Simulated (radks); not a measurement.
Question: The mean radii <r> (bohr) of the occupied orbitals of an atom or ion are listed with their occupations. All-electron calculation, non-relativistic Kohn-Sham, PBE, spin-polarised, spherical densities, point nucleus. Program: a radial shooting solver on a logarithmic mesh with Libxc functionals.

| orbital | occ. | <r> |
|---|---|---|
| 1s up | 1 | 0.09142 |
| 1s down | 1 | 0.09140 |
| 2s up | 1 | 0.4461 |
| 2s down | 1 | 0.4458 |
| 2p up | 3 | 0.4071 |
| 2p down | 3 | 0.4069 |
| 3s up | 1 | 1.445 |
| 3s down | 1 | 1.457 |
| 3p up | 3 | 1.595 |
| 4d up | 1 | 6.899 |

Name the element and its charge. Open shells, if any, are filled with parallel spins first.

Answer: Z = 17, chlorine, charge +1: Cl+ in [Ne] 3s2 3p3 4d1. The 1s radius gives Z: for a bare nucleus <r> = 1.5/Z, 0.08824 bohr for Z = 17, and screening makes it slightly larger (0.09142 here). The occupations add up to 16, and the charge is Z minus that.
